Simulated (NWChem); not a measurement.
Molecule: Si2H5O2Cl; SMILES O[SiH2]O[SiH2]Cl

```xyz
10

O      1.4552    -1.6189    -0.0041
Si    -0.1647    -1.9369     0.0013
O     -1.0233    -0.5045     0.0019
Si    -1.0081     1.1311     0.0000
Cl     0.9767     1.7748     0.0023
H      1.7240    -0.6927     0.0009
H     -0.5426    -2.6913     1.2258
H     -0.5477    -2.6947    -1.2194
H     -1.6399     1.6609    -1.2335
H     -1.6433     1.6634     1.2307
```
Atoms are numbered in this order, from 1.

This is a stationary point of PBE0/def2-SVP (NWChem), point group Cs. 

Task: Is it a minimum? If not, what does it relax to?

Result: No. It has an imaginary frequency of 122i cm⁻¹. Following that mode (on a finer grid) lowers the energy by 1.0 kcal/mol and ends, with real frequencies alone, at point group C1:
```xyz
10

O      1.2765    -1.4813    -0.5968
Si    -0.1890    -1.8666     0.0665
O     -1.1820    -0.5211     0.0935
Si    -1.0376     1.1124     0.0194
Cl     0.8038     1.6532     0.8336
H      1.7818    -0.7926    -0.1500
H     -0.0657    -2.3422     1.4724
H     -0.8018    -2.8872    -0.8146
H     -1.0504     1.5979    -1.3833
H     -2.0962     1.7457     0.8417
```
